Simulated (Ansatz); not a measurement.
Relaxation of CH$_{5}$BFN (9 atoms, charge 0, multiplicity 1), to a largest force component of 0.02 eV/Å in at most 40 steps.

Level of theory: Ansatz, RKS B3LYP-D4/6-31G*.

```xyz
9
Properties=species:S:1:pos:R:3
B 0.000 0.000 0.000
C 0.000 0.000 1.600
H -1.000 -0.309 1.970
H 0.768 -0.711 1.970
H 0.232 1.020 1.970
N 1.342 0.000 -0.775
H 1.809 -0.918 -1.027
H 1.794 0.918 -1.053
F -1.143 0.000 -0.660
```

Question: Where does it end, and by what steps?

Answer: The run converged. After 11 steps the energy has fallen by 1.395 eV; H8 moved furthest, 1.17 Å.

```
step  energy less start (eV)  largest force component (eV/Å)  accepted
   0                  0.0000                           2.907       yes
   1                 -0.3008                           1.421       yes
   2                 -0.4482                           1.423       yes
   3                 -0.6305                           1.604       yes
   4                 -0.9085                           1.760       yes
   5                 -1.1738                           1.061       yes
   6                 -1.3439                           0.370       yes
   7                 -1.3709                           0.464       yes
   8                 -1.3720                           0.552       yes
   9                 -1.3944                           0.056       yes
  10                 -1.3946                           0.081       yes
  11                 -1.3948                           0.019       yes
```

```xyz
9
Properties=species:S:1:pos:R:3
B 0.132 0.235 0.030
C 0.030 -0.088 1.570
H -0.846 -0.717 1.773
H 0.912 -0.600 1.971
H -0.115 0.834 2.147
N 1.242 -0.092 -0.763
H 2.060 -0.560 -0.403
H 1.287 0.125 -1.749
F -0.899 0.862 -0.579
```

Whether the end is a true minimum wasn't checked by a vibrational analysis.

Time of the run: 19 s on 1 thread of Intel(R) Xeon(R) 6975P-C (Granite Rapids), on a shared host, peak memory 0.17 GiB.
